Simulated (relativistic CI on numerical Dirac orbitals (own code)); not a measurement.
## Slater and spin-orbit integrals, Ho48+

Computed by Dirac-Coulomb-Breit CI, separate exchange-only KLI orbitals for each configuration, QED by a radiative potential, unscaled Slater integrals (own radial code, finite nucleus).

Slater integrals F^k, G^k are unscaled and averaged over j, outside the closed core [Ne]; ζ comes from projecting the Hamiltonian with its Breit term on Σ l·s of the shell.

- 3s2 3p6 3d: ζ(3d) = 155520 cm⁻¹; <r>(3d) = 0.1862, <r^2>(3d) = 0.04007 (bohr units).
- 3s2 3p5 3d2: ζ(3p) = 1.1351e+06, F^2(3d,3d) = 550140, F^4(3d,3d) = 355940, F^2(3p,3d) = 471300, G^1(3p,3d) = 494570, G^3(3p,3d) = 332580, ζ(3d) = 154140 cm⁻¹; <r>(3p) = 0.2099, <r^2>(3p) = 0.05101, <r>(3d) = 0.1865, <r^2>(3d) = 0.04019 (bohr units).
- 3s 3p6 3d2: F^2(3d,3d) = 549770, F^4(3d,3d) = 355700, G^2(3s,3d) = 376220, ζ(3d) = 154840 cm⁻¹; <r>(3s) = 0.2145, <r^2>(3s) = 0.05255, <r>(3d) = 0.1866, <r^2>(3d) = 0.04024 (bohr units).

Q: Give the Racah parameters of the d shell in 3s2 3p5 3d2.

A: B = F²/49 − 5F⁴/441 = 7192 cm⁻¹ and C = 35F⁴/441 = 28250 cm⁻¹.

Averages of the first 10 configurations, taken without configuration mixing, which lowers the lowest level and can move excited configurations by several eV; other configurations of the list can lie among them:

| Configuration | Parity | States | Average energy above the lowest level (eV) |
| --- | --- | --- | --- |
| 3s2 3p6 3d | even | 10 | 29.6 |
| 3s2 3p5 3d2 | odd | 270 | 367.1 |
| 3s 3p6 3d2 | even | 90 | 697.3 |
| 3s2 3p6 4s | even | 2 | 1665.3 |
| 3s2 3p6 4p | odd | 6 | 1790.2 |
| 3s2 3p6 4d | even | 10 | 1928.5 |
| 3s2 3p5 3d 4s | odd | 120 | 1992.9 |
| 3s2 3p6 4f | odd | 14 | 2030.2 |
| 3s2 3p5 3d 4p | even | 360 | 2118.2 |
| 3p6 3d3 | even | 120 | 1375.6 |
